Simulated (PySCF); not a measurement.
AlO (SMILES [O]=[Al]), doublet, geometry from GFN2-xTB (such geometries of metal compounds can be far from the true shape), with bond 2-1 at 2.0 times its length; PySCF with PBE/3-21G.

Here is a job for PySCF.
```python
from pyscf import gto, scf, dft

mol = gto.M(
    atom='''
Al   -0.000000   -0.000000   -0.598151
O     0.000000    0.000000    2.542142
''',
    basis='3-21g',
    charge=0,
    spin=1,
    verbose=4,
)

mf = dft.UKS(mol)
mf.xc = 'pbe'
mf.init_guess = 'vsap'
mf.kernel()
mf.analyze()
```

What the program printed (banner, timings and long lists left out):

```
PySCF version 2.14.0

[INPUT] verbose = 4
[INPUT] num. atoms = 2
[INPUT] num. electrons = 21
[INPUT] charge = 0
[INPUT] spin (= nelec alpha-beta = 2S) = 1
[INPUT] symmetry False subgroup None
[INPUT] Mole.unit = angstrom
[INPUT] Symbol           X                Y                Z      unit          X                Y                Z       unit  Magmom
[...]
nuclear repulsion = 17.5252531963355
number of shells = 12
number of NR pGTOs = 42
number of NR cGTOs = 22
basis = 3-21g
ecp = {}

******** <class 'pyscf.dft.uks.UKS'> ********
method = UKS
initial guess = vsap
damping factor = 0
level_shift factor = 0
DIIS = <class 'pyscf.scf.diis.CDIIS'>
diis_start_cycle = 1
diis_space = 8
diis_damp = 0
SCF conv_tol = 1e-09
SCF conv_tol_grad = None
SCF max_cycles = 50
direct_scf = True
direct_scf_tol = 1e-13
number electrons alpha = 11  beta = 10
XC library pyscf.dft.libxc version 7.1.2
    S. Lehtola, C. Steigemann, M. J. T. Oliveira, and M. A. L. Marques,  SoftwareX 7, 1–5 (2018)
XC functionals = pbe
    J. P. Perdew, K. Burke, and M. Ernzerhof,  Phys. Rev. Lett. 77, 3865 (1996)
    J. P. Perdew, K. Burke, and M. Ernzerhof,  Phys. Rev. Lett. 78, 1396 (1997)
    J. P. Perdew, K. Burke, and M. Ernzerhof,  Phys. Rev. Lett. 77, 3865 (1996)
    J. P. Perdew, K. Burke, and M. Ernzerhof,  Phys. Rev. Lett. 78, 1396 (1997)
radial grids:
    Treutler-Ahlrichs [JCP 102, 346 (1995); DOI:10.1063/1.469408] (M4) radial grids

becke partition: Becke, JCP 88, 2547 (1988); DOI:10.1063/1.454033
pruning grids: <function nwchem_prune>
grids dens level: 3
symmetrized grids: False
atomic radii adjust function: <function treutler_atomic_radii_adjust>
small_rho_cutoff = 0
Set gradient conv threshold to 3.16228e-05
tot grids = 33264

init E= -314.474902762859
cycle= 1 E= -299.753604307199  delta_E= 14.7  |g|= 1.23  |ddm|= 5.75

cycle= 2 E= -240.48048344538  delta_E= 59.3  |g|= 3.68  |ddm|= 8.65
cycle= 3 E= -306.462707133371  delta_E=  -66  |g|= 3.57  |ddm|= 5.86
cycle= 4 E= -307.283086339309  delta_E= -0.82  |g|= 3.57  |ddm|= 2.51
cycle= 5 E= -307.314750970457  delta_E= -0.0317  |g|= 3.56  |ddm|= 0.0176
cycle= 6 E= -307.168468649717  delta_E= 0.146  |g|= 3.57  |ddm|= 0.0906
cycle= 7 E= -307.168214043601  delta_E= 0.000255  |g|= 3.57  |ddm|= 0.000286
cycle= 8 E= -307.176962529101  delta_E= -0.00875  |g|= 3.57  |ddm|= 0.0101
cycle= 9 E= -307.529683015579  delta_E= -0.353  |g|= 3.59  |ddm|= 0.298

cycle= 10 E= -298.00868652549  delta_E= 9.52  |g|= 0.832  |ddm|=    7
cycle= 11 E= -305.574578092355  delta_E= -7.57  |g|= 3.82  |ddm|= 7.16
cycle= 12 E= -265.388039107774  delta_E= 40.2  |g|= 6.94  |ddm|= 4.19
cycle= 13 E= -260.32840194252  delta_E= 5.06  |g|= 7.28  |ddm|= 0.827
cycle= 14 E= -255.889057846612  delta_E= 4.44  |g|= 3.81  |ddm|= 1.06
cycle= 15 E= -256.324556185998  delta_E= -0.435  |g|= 4.27  |ddm|= 0.228
cycle= 16 E= -305.673460371891  delta_E= -49.3  |g|= 3.75  |ddm|=  4.6
cycle= 17 E= -305.670516550387  delta_E= 0.00294  |g|= 3.76  |ddm|= 0.0163
cycle= 18 E= -305.657841768444  delta_E= 0.0127  |g|= 3.76  |ddm|= 0.0121
cycle= 19 E= -297.97882201394  delta_E= 7.68  |g|= 1.03  |ddm|=  7.2
cycle= 20 E= -306.118754482203  delta_E= -8.14  |g|= 3.64  |ddm|= 7.17
cycle= 21 E= -306.130935158913  delta_E= -0.0122  |g|= 3.64  |ddm|= 0.798
cycle= 22 E= -306.081525495544  delta_E= 0.0494  |g|= 3.65  |ddm|= 0.331
cycle= 23 E= -306.665968494762  delta_E= -0.584  |g|= 3.54  |ddm|= 2.51
cycle= 24 E= -255.955887898921  delta_E= 50.7  |g|= 3.87  |ddm|= 4.71
cycle= 25 E= -306.699613083358  delta_E= -50.7  |g|= 3.54  |ddm|= 4.72
cycle= 26 E= -306.475729865738  delta_E= 0.224  |g|= 3.58  |ddm|= 0.151
cycle= 27 E= -306.464098416508  delta_E= 0.0116  |g|= 3.58  |ddm|= 0.0171
cycle= 28 E= -298.101549720804  delta_E= 8.36  |g|= 0.885  |ddm|=  7.1
cycle= 29 E= -306.168385518992  delta_E= -8.07  |g|= 3.63  |ddm|= 7.11
cycle= 30 E= -305.967321719031  delta_E= 0.201  |g|= 3.67  |ddm|= 1.99
cycle= 31 E= -306.039693365202  delta_E= -0.0724  |g|= 3.65  |ddm|= 1.72
cycle= 32 E= -306.12626625553  delta_E= -0.0866  |g|= 3.64  |ddm|= 1.23
cycle= 33 E= -255.749786387474  delta_E= 50.4  |g|= 3.83  |ddm|= 4.68
cycle= 34 E= -305.987480310027  delta_E= -50.2  |g|= 3.67  |ddm|= 4.66
cycle= 35 E= -306.224001543938  delta_E= -0.237  |g|= 3.62  |ddm|= 0.142
cycle= 36 E= -305.896746783155  delta_E= 0.327  |g|= 3.68  |ddm|= 2.56
cycle= 37 E= -298.033027346801  delta_E= 7.86  |g|= 1.06  |ddm|= 7.15
cycle= 38 E= -306.373739513568  delta_E= -8.34  |g|=  3.6  |ddm|= 7.13
cycle= 39 E= -306.509573150976  delta_E= -0.136  |g|= 3.57  |ddm|= 2.58
cycle= 40 E= -306.751243710688  delta_E= -0.242  |g|= 3.57  |ddm|=  1.3
cycle= 41 E= -306.652949837533  delta_E= 0.0983  |g|= 3.55  |ddm|= 1.06
cycle= 42 E= -305.714870314201  delta_E= 0.938  |g|=  3.8  |ddm|= 0.567
cycle= 43 E= -305.81052718287  delta_E= -0.0957  |g|= 3.75  |ddm|= 0.247
cycle= 44 E= -260.984078116539  delta_E= 44.8  |g|= 7.46  |ddm|= 4.39
cycle= 45 E= -257.995624940306  delta_E= 2.99  |g|= 6.04  |ddm|= 0.548
cycle= 46 E= -298.076352769129  delta_E= -40.1  |g|= 1.11  |ddm|= 8.53
cycle= 47 E= -306.254903134243  delta_E= -8.18  |g|= 3.62  |ddm|= 7.05
cycle= 48 E= -306.260984532845  delta_E= -0.00608  |g|= 3.62  |ddm|= 0.598
cycle= 49 E= -306.248378583073  delta_E= 0.0126  |g|= 3.62  |ddm|= 0.409
cycle= 50 E= -306.256257018805  delta_E= -0.00788  |g|= 3.62  |ddm|= 0.286
SCF not converged.
SCF energy = -306.256257018805 after 50 cycles  <S^2> = 0.75000623  2S+1 = 2.0000062
**** SCF Summaries ****
Total Energy =                        -306.256257018805400
Nuclear Repulsion Energy =              17.525253196335505
One-electron Energy =                 -482.765521314205273
Two-electron Energy =                  158.984011099064418
Two-electron Coulomb Energy =          188.658330820456570
DFT Exchange-Correlation Energy =      -29.674319721392148
**** MO energy ****
                             alpha | beta                alpha | beta
[...]
To work with the spin densities directly, `use mulliken_meta_spin()` only printing them here.

 ** Mulliken spin pop alpha/beta on meta-lowdin orthogonal AOs **
 ** Mulliken Spin Density (per AO)  **
spin_pop of  0 Al 1s        0.00000
spin_pop of  0 Al 2s        0.00000
spin_pop of  0 Al 3s       -0.00000
spin_pop of  0 Al 4s       -0.00001
spin_pop of  0 Al 2px       0.00001
spin_pop of  0 Al 2py       0.00001
spin_pop of  0 Al 2pz       0.00023
spin_pop of  0 Al 3px       0.00056
spin_pop of  0 Al 3py       0.00293
spin_pop of  0 Al 3pz      -0.00011
spin_pop of  0 Al 4px       0.00045
spin_pop of  0 Al 4py       0.00226
spin_pop of  0 Al 4pz      -0.00009
spin_pop of  1 O 1s       -0.00000
spin_pop of  1 O 2s        0.00021
spin_pop of  1 O 3s       -0.00020
spin_pop of  1 O 2px       0.02354
spin_pop of  1 O 2py       0.11840
spin_pop of  1 O 2pz       0.00026
spin_pop of  1 O 3px       0.13941
spin_pop of  1 O 3py       0.71192
spin_pop of  1 O 3pz       0.00022
 ** Mulliken Spin Density (per atom)  **
spin density of  0 Al =      0.00624
spin density of  1 O =      0.99376
 ** Mulliken pop alpha/beta on meta-lowdin orthogonal AOs **
 ** Mulliken pop       alpha | beta **
[...]
In total            11.00000 | 10.00000
 ** Mulliken atomic charges   ( Nelec_alpha | Nelec_beta ) **
charge of  0Al =      2.98702  (     5.00961      5.00337 )
charge of  1O =     -2.98702  (     5.99039      4.99663 )
Dipole moment(X, Y, Z, Debye): -0.00411, -0.00920, -45.28894
```

The run did not converge; its last values are not results.
